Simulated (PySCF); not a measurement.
# Exercise with solution: chemical shift, span and skew from a shielding tensor

CClF, SMILES F[C]Cl (connectivity only; charge and spin as stated), neutral, multiplicity 1. Atoms are numbered in the order given.

```xyz
3

F      0.2907    -1.4672     0.0000
C     -0.6754    -0.5973     0.0000
Cl     0.0845     0.9876     0.0000
```

Geometry: r2SCAN-D4/def2-TZVP. The isomer is the one that the SMILES or the coordinates give; other isomers of the formula were not compared.

GIAO shieldings from PySCF with B3LYP/pcSseg-2, non-relativistic, no solvent. The symmetric part of the tensor of C2 has the principal values -827.3, -58.6, -0.8 ppm. The same nucleus in TMS has σ = 181.3 ppm at this level (PySCF, at its B3LYP-D3(BJ)/def2-TZVP geometry). Without spin–orbit terms, shifts of atoms bonded to Cl or Br come out too high.

Question: Work out the isotropic shielding, the ¹³C shift against TMS, the span and the skew.

Answer: 
σ(iso) = (σ11 + σ22 + σ33)/3 = -295.6 ppm. δ = σ(ref) − σ(iso) = 181.3 − (-295.6) = 476.9 ppm.
Span Ω = σ33 − σ11 = 826.5 ppm. Skew κ = 3(σ(iso) − σ22)/Ω = -0.86. Tumbling in solution averages the tensor to δ; in a static solid the shielding alone would spread this spin-1/2 line over Ω.
